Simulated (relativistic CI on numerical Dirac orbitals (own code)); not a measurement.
**Spin-allowed bands of a d8 ion in a tetrahedral site, by hand**

Problem. Take Δ = 9550 cm⁻¹ and B = 790 cm⁻¹ for a d8 ion in a tetrahedral site. Calculate the three spin-allowed bands.

Working.
1. The terms of highest spin are 3F (energy 0) and 3P (15B = 11850 cm⁻¹). Here the F term splits into A2 at +1.2Δ = 11460, T2 at +0.2Δ = 1910 and T1 at −0.6Δ = -5730 cm⁻¹.
2. The two T1 states mix through the element 0.4Δ: H = [[-5730, 3820], [3820, 11850]], with roots ½(H₁₁ + H₂₂) ∓ ½√[(H₂₂ − H₁₁)² + 4H₁₂²] = ½(6120) ∓ ½(19168) = -6524 and 12644 cm⁻¹.
3. The ground term is 3T1 at -6524 cm⁻¹.
4. Bands: 3T2 8434 cm⁻¹ (1186 nm), 3A2 17984 cm⁻¹ (556 nm), 3T1(P) 19168 cm⁻¹ (522 nm).

Check. Exact diagonalisation of the whole d8 shell with these parameters gives 3T2 8434, 3A2 17984, 3T1 19168 cm⁻¹. The match is exact, since without spin-orbit coupling no other term has this spin. The ratio of the second band to the first, 2.132, depends on Δ/B = 12.1 alone, which is how a Tanabe-Sugano diagram is read.
